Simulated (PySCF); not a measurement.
Ligands exchanged one at a time, Sn NH2-OCH3. Gas-phase values, no solvent. One relaxed conformer stands for each flexible species; it need not be the lowest. Strings in code marks are SMILES.

All values below come from B3LYP-D3(BJ)/def2-TZVP // PBE0-D4/def2-SVP (PySCF). B3LYP has the VWN-RPA correlation part, as in Gaussian. Excitations are Tamm–Dancoff values on a coarser integration grid. The basis has no diffuse functions, so Rydberg states are missing or too high.

```json
[
 {"species": "0 of 4 NH2 replaced by OCH3 (`[NH2][Sn]([NH2])([NH2])[NH2]`)", "S1–T1 gap (TDA) (eV)": "0.58", "HOMO–LUMO gap (eV)": "6.14", "S1 oscillator strength": "0.081"},
 {"species": "1 of 4 NH2 replaced by OCH3 (`C[O][Sn]([NH2])([NH2])[NH2]`)", "S1–T1 gap (TDA) (eV)": "0.47", "HOMO–LUMO gap (eV)": "6.09", "S1 oscillator strength": "0.027"},
 {"species": "2 of 4 NH2 replaced by OCH3 (`C[O][Sn]([NH2])([NH2])[O]C`)", "S1–T1 gap (TDA) (eV)": "0.54", "HOMO–LUMO gap (eV)": "6.02", "S1 oscillator strength": "0.022"},
 {"species": "3 of 4 NH2 replaced by OCH3", "S1–T1 gap (TDA) (eV)": "0.42", "HOMO–LUMO gap (eV)": "?", "S1 oscillator strength": "0.003"},
 {"species": "4 of 4 NH2 replaced by OCH3 (`C[O][Sn]([O]C)([O]C)[O]C`)", "S1–T1 gap (TDA) (eV)": "–", "HOMO–LUMO gap (eV)": "?", "S1 oscillator strength": "?"}
]
```

### Question
Some entries are withheld; supply them.

### Answer

- 3 of 4 NH2 replaced by OCH3, HOMO–LUMO gap (eV): 5.88
- 4 of 4 NH2 replaced by OCH3 (`C[O][Sn]([O]C)([O]C)[O]C`), HOMO–LUMO gap (eV): 5.74
- 4 of 4 NH2 replaced by OCH3 (`C[O][Sn]([O]C)([O]C)[O]C`), S1 oscillator strength: 0.000
